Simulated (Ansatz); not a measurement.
V3O3⁺. Total charge 1; singlet. Geometry PBE-D4/def2-SVP.

Cartesian coordinates in Å:
```
V 0.776 0.234 -0.626
V -1.295 0.632 0.059
V 0.070 -0.740 1.235
O -0.769 0.222 -1.565
O 0.287 1.140 0.997
O 0.931 -1.488 -0.100
```

The restricted singlet is unstable towards broken spin symmetry in Hartree–Fock (as tested in another run); at PBE-D4/def2-SVP, PBE-D4/def2-TZVP, r2SCAN-D4/def2-TZVP, PBE0-D4/def2-SVP and others this wasn't settled. The structure comes from a short search, and lower isomers may exist.

**Question.** Estimate the orbital energies around the gap (eV) in Ansatz with PBE-D4/def2-SVP, PBE-D4/def2-TZVP, r2SCAN-D4/def2-TZVP, PBE0-D4/def2-SVP, PBE0-D4/def2-TZVP.

**Answer.** 
```csv
orbital,PBE-D4/def2-SVP,PBE-D4/def2-TZVP,r2SCAN-D4/def2-TZVP,PBE0-D4/def2-SVP,PBE0-D4/def2-TZVP
HOMO−13,-27.10,-27.53,-28.73,-30.04,-30.43
HOMO−12,-14.55,-14.61,-14.88,-16.23,-16.23
HOMO−11,-14.30,-14.40,-14.62,-15.93,-15.92
HOMO−10,-14.27,-14.35,-14.61,-15.81,-15.87
HOMO−9,-14.15,-14.22,-14.41,-15.64,-15.63
HOMO−8,-13.86,-13.96,-14.22,-15.48,-15.51
HOMO−7,-13.61,-13.72,-13.96,-15.22,-15.26
HOMO−6,-13.55,-13.60,-13.87,-15.15,-15.14
HOMO−5,-13.28,-13.34,-13.58,-14.80,-14.81
HOMO−4,-12.73,-12.81,-12.99,-14.09,-14.10
HOMO−3,-10.85,-10.91,-11.01,-12.16,-12.13
HOMO−2,-10.14,-10.22,-10.35,-11.47,-11.45
HOMO−1,-9.78,-9.83,-9.89,-11.09,-11.02
HOMO,-9.27,-9.37,-9.39,-10.33,-10.33
LUMO,-8.67,-8.76,-8.55,-7.57,-7.61
LUMO+1,-8.18,-8.25,-7.98,-7.28,-7.27
LUMO+2,-8.05,-8.14,-7.97,-7.03,-7.02
LUMO+3,-7.95,-8.02,-7.78,-6.88,-6.91
LUMO+4,-7.73,-7.82,-7.54,-6.72,-6.72
LUMO+5,-7.49,-7.55,-7.38,-6.67,-6.65
```
